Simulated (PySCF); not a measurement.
## Vibration and rotation of KSe

UHF-CCSD(T) constants of KSe, ²Π (doublet), unpaired electrons π ↑ (PySCF, no relativity, basis sets K pcseg-1, Se pcseg-1; masses 38.9637 and 79.9165 u):

```
ωe              : 193.7 cm⁻¹
ωexe            : 0.53 cm⁻¹
Be              : 0.07149 cm⁻¹
αe              : 0.000340 cm⁻¹
D (centrifugal) : 3.89e-08 cm⁻¹
De to K + Se    : 2.17 eV
```

(1) Give the vibrational terms G(v) and spacings up to v = 6.

(2) How well does the Morse estimate ωe²/(4ωexe) reproduce De, and what is D0?

Correlated steps freeze 14 core orbitals. Correlated levels converge slowly with the basis: in double zeta they bind strong bonds too weakly, by up to about 1 eV, and carry superposition errors of some tenths. Spin–orbit coupling is left out. The state is the lowest determinant that a PBE0 search found; another state may lie lower at other levels.

## Answers

(1) G(v) = ωe(v+½) − ωexe(v+½)².

```tsv
v	G(v) (cm⁻¹)	G(v) − G(v−1)	Bv (cm⁻¹)
0	96.7		0.07132
1	289.4	192.6	0.07098
2	480.9	191.6	0.07064
3	671.5	190.5	0.07030
4	860.9	189.5	0.06996
5	1049.3	188.4	0.06962
6	1236.7	187.3	0.06928
```

(2) It gives 2.19 eV, 101 % of the computed De. D0 = De − G(0) = 2.17 − 0.01 = 2.16 eV.
